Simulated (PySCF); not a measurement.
Molecule: `Cc1cc([SiH3])nnn1`, C$_{4}$H$_{7}$N$_{3}$Si.

Geometry (Å), atoms numbered from 1 in this order:
```xyz
15

C    -2.6385    0.1740    0.3985
C    -1.2871   -0.3580    0.0630
C    -0.1282    0.4130    0.1356
C     1.0615   -0.2178   -0.2063
Si    2.7828    0.5787   -0.1992
N     1.0354   -1.5024   -0.5796
N    -0.0706   -2.1581   -0.6269
N    -1.2081   -1.6308   -0.3220
H    -2.6555    0.5268    1.4286
H    -3.3810   -0.6082    0.2705
H    -2.8796    1.0143   -0.2508
H    -0.1522    1.4485    0.4427
H     3.6099   -0.1568    0.7517
H     2.5982    1.9688    0.2313
H     3.3086    0.5160   -1.5589
```

Frames of a GFN2-xTB Langevin trajectory at 200 K; GIAO PBE0/pcSseg-1 shieldings in PySCF 2.14, gas phase, non-relativistic; equivalent atoms averaged within each frame.

Shifts are taken against calculated references (same method and geometry level): $^{13}$C (σ = 186.93 ppm), $^{29}$Si (σ = 349.16 ppm), $^{1}$H (σ = 31.72 ppm) vs TMS; $^{15}$N (σ = 267.73 ppm) vs NH3. The references are static minima.

How do the shifts (ppm) fluctuate along the trajectory?

Results:


```tsv
time (fs)	C2	C4	C3	C1	Si5	N7	N6	N8	H12	H13/H14/H15
optimised geometry	160.9	164.8	130.4	24.6	-71.3	534.5	451.3	428.5	7.56	4.62
250	163.9	163.3	134.3	23.0	-65.6	539.9	445.3	434.9	7.84	4.94
425	164.7	159.0	132.0	22.9	-66.5	536.2	419.7	438.5	7.98	5.12
625	159.7	165.2	144.3	26.7	-72.3	529.6	475.1	428.9	8.73	4.80
800	158.7	158.3	132.3	22.4	-72.0	552.6	449.7	437.8	7.57	4.52
1000	163.3	168.1	130.4	25.4	-67.2	519.7	450.3	434.8	7.23	4.90
mean of frames	162.0	162.8	134.6	24.1	-68.7	535.6	448.0	435.0	7.87	4.86
standard deviation	2.7	4.1	5.5	1.8	3.2	12.2	19.7	3.8	0.56	0.22
```

5 frames give an uncertainty of the mean of about the standard deviation over 2.2 at best, since frames this close in time may not be independent; classical motion lacks zero-point vibration, and the reference would need the same averaging.
